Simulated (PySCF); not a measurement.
Species: beryllium trimer, Be₃.
Bonds: Be1–Be2, Be2–Be3, Be1–Be3.

Method used: MP2 and CCSD/aug-cc-pVTZ in PySCF, restricted Hartree–Fock reference, no orbital frozen, non-relativistic, gas phase, PBE0-D3(BJ)/def2-SVP geometry.

E(HF) = -43.71748 Eh.

How large is the problem?

138 basis functions and 12 electrons; no orbitals frozen, which leaves o = 6 correlated occupied and v = 132 virtual orbitals. That is o·v = 792 singles and o·v(o·v + 1)/2 = 314028 distinct closed-shell doubles amplitudes before symmetry; the costliest CCSD step grows as o²v⁴ = 1.1 × 10^10.

What are the MP2 and CCSD correlation energies?

MP2 -0.1728 Eh and CCSD -0.2018 Eh, which gives totals of -43.89029 and -43.91923 Eh. That is 0.457 eV for each correlated electron at CCSD (530 kJ/mol in all, 0.459 % of the total energy); MP2 gives 85.7 % of the CCSD value.

What is the T1 diagnostic?

0.0257, above the customary warning level of 0.02 for a single-reference treatment. It is the norm of the spatial-orbital singles amplitudes over the root of the number of correlated electrons, so the norm is 0.089.

No triples correction and no basis-set extrapolation were made.
